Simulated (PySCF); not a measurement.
C$_{3}$H$_{5}$, doublet, at a GFN2-xTB geometry. Base run: B3LYP/def2-SVP (PySCF).

PySCF was given this input:
```python
from pyscf import gto, scf, dft

mol = gto.Mole()
mol.atom = '''
    C     1.219304   -0.012559   -0.151920
    C    -0.050356    0.420887    0.136223
    H     1.396419   -1.020277   -0.484940
    H     2.071795    0.634233   -0.055479
    H    -0.172892    1.445064    0.467704
    C    -1.174911   -0.358483    0.031830
    H    -2.150568    0.024173    0.268577
    H    -1.108971   -1.382263   -0.292658
'''
mol.basis = 'def2-svp'
mol.charge = 0
mol.spin = 1
mol.verbose = 4
mol.build()

mf = dft.UKS(mol)
mf.xc = 'b3lyp'
mf.kernel()
```

Variants of this job, named by their change:

```tsv
change	ΔE vs base (mEh)	fitting functions	dipole (D)
base	0.000	-	0.07
only_dfj = on; auxbasis = def2-universal-jfit	-0.153	202	0.07
auxbasis = def2-universal-jfit	0.098	202	0.07
auxbasis = def2-universal-jkfit	-0.033	315	0.07
auxbasis = cc-pvqz-jkfit	-0.028	573	0.07
auxbasis = cc-pvtz-ri	-0.251	393	0.07
auxbasis = even-tempered beta=3.0	-0.189	329	0.07
exchange = seminumerical (SGX) (with mf = sgx.sgx_fit(mf, auxbasis='def2-universal-jfit'); with mf.with_df.dfj = True)	-0.152	202	0.07
auxbasis = autoaux	0.015	458	0.07
auxbasis = cc-pvdz-jkfit	-0.034	325	0.07
```

A fitting set is made for a task (jfit for Coulomb, jkfit for Coulomb and exchange, ri for correlation) and for a family of orbital bases.

Open shells are given as the SCF converged; they aren't shown to be the lowest states, and a large step between rows can be another state.
